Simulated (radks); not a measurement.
Values are calculated unless marked as measured or tabulated.
Ionisation of Cu3+, [Ar] 3d8, to Cu4+, [Ar] 3d7, under several functionals. Dirac Kohn-Sham, spin-unpolarised, spherical densities, finite nucleus; open shells are shared between the two j in proportion to 2j + 1; a radial shooting solver on a logarithmic mesh with Libxc functionals. The NIST Atomic Spectra Database gives 57.38 eV (semi-empirical). Rank these functionals by the error of their Delta-SCF ionisation energy: PBEsol; HCTH/407; B86b exchange with PBE correlation; BLYP; RPBE; BP86.

Answer. From best to worst: RPBE 59.606 eV (+2.226); PBEsol 59.673 eV (+2.293); BLYP 59.679 eV (+2.299); B86b exchange with PBE correlation 59.743 eV (+2.363); BP86 59.764 eV (+2.384); HCTH/407 60.553 eV (+3.173). Spin polarisation and multiplet splitting are left out, so open shells lie too high by an amount that depends on their filling.

Beside tabulated values, note that spin-unpolarised runs miss the spin-polarisation part of the exchange energy of open shells.
